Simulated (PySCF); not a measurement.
Run record: EPR job, `[GeH3]` [radical].

Computed with UKS B3LYP, def2-TZVP with a decontracted core on Ge, pcH-1 on H, non-relativistic, mean-field spin-orbit, GIAO (PySCF 2.14.0). Geometry: GFN2-xTB. The input is one job of a driver script: a line of settings, then coordinates in Å.

Input:
```
{"job": {"kind": "epr", "basis": "pcH-1"}, "charge": 0, "multiplicity": 2}
Ge     0.005014     0.004813     0.495644
H     -0.173653     1.377163    -0.181819
H     -1.102972    -0.840421    -0.161423
H      1.281844    -0.536781    -0.175256
```

Problem. What does the run print?

Solution. 
```
UKS, coarse grid
  cycle   1  E = -2078.75332685  |g| = 1.30e+00
  cycle   2  E = -2078.73644307  |g| = 7.91e-01
  cycle   3  E = -2078.79382241  |g| = 3.34e-01
  cycle   4  E = -2078.80793126  |g| = 1.25e-02
  cycle   5  E = -2078.80795658  |g| = 1.65e-03
  cycle   6  E = -2078.80795999  |g| = 7.48e-04
UKS, final grid
  cycle   1  E = -2078.80795972  |g| = 4.03e-04
  cycle   2  E = -2078.80795973  |g| = 4.67e-04
  cycle   3  E = -2078.80795979  |g| = 6.13e-05
  cycle   4  E = -2078.80795980  |g| = 8.37e-06
internal stability: stable
E = -2078.80795980 Eh   <S^2> = 0.7512 (exact 0.7500)
g shifts (ppm)      1          2          3
  rmc          -138       -138       -138
  gc             -2         16         16
  oz_so        -269      21007      21013
  total        -409      20886      20892
hyperfine (MHz)  atom isotope    a_iso     a_fc   dipolar eigenvalues
    0  73Ge    -267.94    -270.77    -66.41     33.21     33.21
    1    1H      94.37      94.18     -7.48      0.76      6.71
    2    1H      94.30      94.11     -7.48      0.77      6.71
    3    1H      94.31      94.12     -7.48      0.77      6.72
```

rmc, gc and oz_so are the mass-correction, gauge-correction and orbital-Zeeman/spin–orbit parts of the g shift along its three principal axes; a_iso is the isotropic hyperfine coupling and a_fc its Fermi-contact part. The program numbers atoms from 0.

Problem. Get g_iso from the total shifts.

Solution. Their mean is 13789 ppm; added to g_e = 2.002319 it gives 2.01611.

Problem. How far is ⟨S²⟩ from the pure-spin value?

Solution. S = 0.5 gives S(S+1) = 0.75; the run has 0.7512, 0.0012 more.

Summary of the converged run: ⟨S²⟩ 0.751; g_iso 2.0161.

Isolated species at its GFN2-xTB geometry, gas phase. Scalar relativity, which matters for contact couplings of copper and heavier atoms, is left out.

On one thread, Arm Neoverse V2, no GPU, shared host, this took 36 s of wall time.
Labels such as C1 count atoms from 1, the log's own numbers from 0.
